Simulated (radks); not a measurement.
Problem. The samarium ion Sm33+, configuration [Ar] 3d10 4s1 (the NIST ground configuration). Method: Dirac Kohn-Sham, BP86, spin-unpolarised, spherical densities, finite nucleus; Fermi nuclear charge, rms radius 5.0819 fm; computed with a radial shooting solver on a logarithmic mesh with Libxc functionals. Some entries of the table are withheld. Estimate them.

orbital,occ.,eigenvalue (hartree),<1/r> (bohr^-1),r(max) (bohr)
1s1/2,2,-1761.719,68.82,0.01449
2s1/2,2,(1),16.39,0.08221
2p1/2,2,-312.3914,(2),0.06227
2p3/2,4,-290.1173,(3),0.06789
3s1/2,2,-105.4582,6.063,0.2317
3p1/2,2,-99.35595,5.983,0.2184
3p3/2,4,-94.65812,5.538,0.2300
3d3/2,4,-84.24687,5.415,0.1824
3d5/2,6,-83.20623,5.303,0.1857
4s1/2,1,-50.09838,2.924,0.4980

Solution. 
(1) 2s1/2 eigenvalue (hartree): -326.6927
(2) 2p1/2 <1/r> (bohr^-1): 16.37
(3) 2p3/2 <1/r> (bohr^-1): 14.59
